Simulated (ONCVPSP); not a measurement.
**Potentials for aluminium (Al) compared**

Generated with ld1.x 7.5 (TM, RRKJ, ultrasoft, PAW), atompaw 4.2 or ONCVPSP 4.0.1. The cutoff is in Ry: for ld1.x and atompaw files where the sum of valence levels is converged to 10 mRy in a Bessel basis, for ONCV files where the hardest occupied wave has 1 mHa per electron of residual kinetic energy. The error is the largest all-electron minus pseudo excitation energy over each file’s own four to seven test configurations (ionisations up to +4, promotions, holes and added fractions of an electron), all of which were solved. The labels leave out finer settings (local radius, basis sizes, second energies), which also bear on the numbers. Spin-polarised tests are not counted. The rows are a selection from randomly drawn settings: files with unsolved tests, undetermined cutoffs or missed reference levels are left out.

A true bound ghost makes a file unfit for plane-wave use even where its test errors are small: the radial tests pick states by their node count and pass the ghost by.

```csv
potential,cutoff (Ry),largest error (meV),bound ghosts
"ONCV, LDA (Perdew-Wang 92), fully relativistic, rc 1.85/2.55/2.20 (spd), local smoothed, core correction yes, reference 3s2 3p1, qcut 4.1/2.8/5.2, projectors 1/2/2",12,+15,none
"ONCV, PBE, non-relativistic, rc 0.90/1.10 (sp), local smoothed, core correction yes, reference 2s2 2p6 3s2, qcut 15.8/9.9, projectors 2/1",139,-132,none
```

Question: Fill in the row for Al: ONCV, PBEsol, scalar-relativistic, rc 1.65/1.38 (sp), local p, core correction yes, reference 3s2 3p1, qcut 3.9/5.3, projectors 2/0.

Answer: cutoff 130 Ry, largest error -29 meV, bound ghosts: s.

Question: Fill in the row for Al: ONCV, LDA (Perdew-Wang 92), non-relativistic, rc 2.05/1.85 (sp), local smoothed, core correction yes, reference 3s1, qcut 3/5, projectors 3/1.

Answer: cutoff 26 Ry, largest error +316 meV, bound ghosts: none.

Question: Fill in the row for Al: ONCV, PBE, scalar-relativistic, rc 2.25/2.75/2.70 (spd), local s, core correction yes, reference 3s2 3p0.75, qcut 2.3/2.8/3.9, projectors 0/2/1.

Answer: cutoff 32 Ry, largest error +27 meV, bound ghosts: none.
